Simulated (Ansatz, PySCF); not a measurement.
CH₈F₂Si₃, SMILES [SiH3][Si@H](F)[SiH2]CF. Atoms are numbered in the order given.

```xyz
14

F     -0.9177     1.8345     0.5561
C     -1.9706     0.9209     0.5458
Si    -1.2473    -0.8061     0.9527
Si     0.9903    -0.5137     0.3000
F      1.6831    -1.9796     0.0551
Si     1.0684     0.7371    -1.6898
H     -2.4266     0.9303    -0.4586
H     -2.7331     1.2609     1.2655
H     -1.9411    -1.8538     0.1424
H     -1.4088    -1.1311     2.4030
H      1.7651     0.1679     1.3801
H      2.1192     0.1833    -2.5980
H     -0.2520     0.6570    -2.3898
H      1.3758     2.1660    -1.3879
```
Charge 0, spin multiplicity 1.

Geometry optimised at PBE0-D3(BJ)/def2-SVP. The structure was generated by enumeration; whether it is a known compound was not checked. Other conformers were not sampled.

Two levels are set side by side: PBE-D3(BJ)/def2-SVP (Ansatz, a quantum-chemistry and plane-wave program) and PBE0-D3(BJ)/def2-SVP (Ansatz). Each level has its own optimised geometry; the coordinates shown are those of the second. Frequencies come from the Hessian of PySCF at each geometry. Differences are taken from unrounded values.

| quantity | PBE0-D3(BJ) |
|---|---|
| mean bond length (Å) | 1.602 |
| bond F1–C2 (Å) | 1.394 |
| bond C2–Si3 (Å) | 1.916 |
| bond Si3–Si4 (Å) | 2.349 |
| bond Si4–F5 (Å) | 1.640 |
| bond Si4–Si6 (Å) | 2.352 |
| bond C2–H7 (Å) | 1.103 |
| bond C2–H8 (Å) | 1.102 |
| bond Si3–H9 (Å) | 1.495 |
| bond Si3–H10 (Å) | 1.495 |
| bond Si4–H11 (Å) | 1.494 |
| bond Si6–H12 (Å) | 1.495 |
| bond Si6–H13 (Å) | 1.497 |
| bond Si6–H14 (Å) | 1.492 |
| highest harmonic wavenumber (cm⁻¹) | 3138 |
| mean harmonic wavenumber (cm⁻¹) | 1028 |
| zero-point energy (kcal/mol) | 52.89 |

What does PBE-D3(BJ) give, and how far is it from PBE0-D3(BJ)? (The exact figures need the calculation; the answer reports its results.)


```json
[
 {"quantity": "mean bond length (Å)", "PBE-D3(BJ)": "1.613", "PBE-D3(BJ) minus PBE0-D3(BJ)": "0.011"},
 {"quantity": "bond F1–C2 (Å)", "PBE-D3(BJ)": "1.412", "PBE-D3(BJ) minus PBE0-D3(BJ)": "0.018"},
 {"quantity": "bond C2–Si3 (Å)", "PBE-D3(BJ)": "1.928", "PBE-D3(BJ) minus PBE0-D3(BJ)": "0.012"},
 {"quantity": "bond Si3–Si4 (Å)", "PBE-D3(BJ)": "2.359", "PBE-D3(BJ) minus PBE0-D3(BJ)": "0.010"},
 {"quantity": "bond Si4–F5 (Å)", "PBE-D3(BJ)": "1.654", "PBE-D3(BJ) minus PBE0-D3(BJ)": "0.014"},
 {"quantity": "bond Si4–Si6 (Å)", "PBE-D3(BJ)": "2.361", "PBE-D3(BJ) minus PBE0-D3(BJ)": "0.009"},
 {"quantity": "bond C2–H7 (Å)", "PBE-D3(BJ)": "1.112", "PBE-D3(BJ) minus PBE0-D3(BJ)": "0.009"},
 {"quantity": "bond C2–H8 (Å)", "PBE-D3(BJ)": "1.111", "PBE-D3(BJ) minus PBE0-D3(BJ)": "0.009"},
 {"quantity": "bond Si3–H9 (Å)", "PBE-D3(BJ)": "1.506", "PBE-D3(BJ) minus PBE0-D3(BJ)": "0.011"},
 {"quantity": "bond Si3–H10 (Å)", "PBE-D3(BJ)": "1.506", "PBE-D3(BJ) minus PBE0-D3(BJ)": "0.011"},
 {"quantity": "bond Si4–H11 (Å)", "PBE-D3(BJ)": "1.506", "PBE-D3(BJ) minus PBE0-D3(BJ)": "0.012"},
 {"quantity": "bond Si6–H12 (Å)", "PBE-D3(BJ)": "1.506", "PBE-D3(BJ) minus PBE0-D3(BJ)": "0.011"},
 {"quantity": "bond Si6–H13 (Å)", "PBE-D3(BJ)": "1.507", "PBE-D3(BJ) minus PBE0-D3(BJ)": "0.010"},
 {"quantity": "bond Si6–H14 (Å)", "PBE-D3(BJ)": "1.503", "PBE-D3(BJ) minus PBE0-D3(BJ)": "0.010"},
 {"quantity": "highest harmonic wavenumber (cm⁻¹)", "PBE-D3(BJ)": "3036", "PBE-D3(BJ) minus PBE0-D3(BJ)": "-102"},
 {"quantity": "mean harmonic wavenumber (cm⁻¹)", "PBE-D3(BJ)": "992", "PBE-D3(BJ) minus PBE0-D3(BJ)": "-36"},
 {"quantity": "zero-point energy (kcal/mol)", "PBE-D3(BJ)": "51.06", "PBE-D3(BJ) minus PBE0-D3(BJ)": "-1.83"}
]
```

GGA bonds tend to be longer and softer than those of functionals with exact exchange. Differences between two approximate levels are no errors against the true value.
